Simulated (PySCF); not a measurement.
C4H7BO, SMILES OB(C)CC#C. Geometry optimised at PBE-D3(BJ)/def2-SVP. This is a generated structure with no PubChem entry under its InChIKey; it may be hypothetical. Other conformers were not sampled.

**Question.** Give the equilibrium geometry at PBE-D3(BJ)/def2-SVP (PySCF confirms it by a frequency run) as Cartesian coordinates in Å, and its point group. (An estimate is asked for; the answer gives what the named calculation found.)

**Answer.** One answer among several that fit: point group Cs.
```xyz
13

C     -0.1774     2.6428     0.0000
C      0.4587     1.5941     0.0000
C      1.0350     0.2609     0.0000
B     -0.1102    -0.8796     0.0000
C      0.2650    -2.4095     0.0000
O     -1.4154    -0.5049     0.0000
H     -0.6678     3.6060     0.0000
H      1.6933     0.1070    -0.8846
H      1.6933     0.1070     0.8846
H     -0.6254    -3.0675     0.0000
H      0.8883    -2.6618    -0.8850
H      0.8883    -2.6618     0.8850
H     -1.4839     0.4783     0.0000
```
